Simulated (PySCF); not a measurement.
C2H8O2Si2, SMILES [SiH2](C(=O)C)[SiH2]O (GFN2-xTB optimised geometry):

```
14

C      2.615     0.790     0.000
C      1.115     0.790     0.000
O      0.475     1.827     0.000
Si     0.163    -0.895    -0.011
Si    -1.907    -0.400    -0.915
O     -2.173     1.187    -0.745
H      2.957     0.336    -0.929
H      3.017     1.798     0.086
H      2.971     0.170     0.820
H      0.215    -1.294     1.403
H      1.055    -1.827    -0.713
H     -3.017    -1.058    -0.221
H     -1.969    -0.728    -2.346
H     -1.447     1.773    -0.503
```

Calculation: CAM-B3LYP/def2-TZVP (PySCF).

### Question
What are the frontier orbital energies and the dipole moment?

### Answer
HOMO-2 -10.02 eV, HOMO-1 -9.71 eV, HOMO -8.54 eV, LUMO -0.25 eV, LUMO+1 0.34 eV; dipole moment 3.46 D.

Meta-Löwdin charges at CAM-B3LYP/def2-TZVP: C1 -0.38, C2 0.21, O3 -0.42, Si4 0.28, Si5 0.71, O6 -0.77, H7 0.14, H8 0.13, H9 0.13, H10 -0.08, H11 -0.09, H12 -0.11, H13 -0.12, H14 0.36.
